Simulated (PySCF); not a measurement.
ZrH4, SMILES [ZrH4], multiplicity 1.

Coordinates come from a r2SCAN-D4/def2-TZVPD optimisation. The multiplicity is an assumed one; other spin states were not compared. The def2 effective core potentials stand for the cores of Zr; spin–orbit coupling is left out.

These are r2SCAN-D4/def2-TZVPD run with PySCF values and carry that method's errors.

Frequencies are harmonic and unscaled.

Modes within 1.5 cm⁻¹ of each other (mostly degenerate sets) share a row, with their intensities summed.

Task: List the normal modes with their intensities. (The exact figures need the calculation; the answer reports its results.)

Result: 
```tsv
mode	ν (cm⁻¹)	IR (km/mol)	moving atoms (share of kinetic energy)
1–3	535	638.9	H 97 %
4–5	625	0.0	H 100 %
6–8	1680	1513.4	H 98 %
9	1741	0.0	H 100 %
```
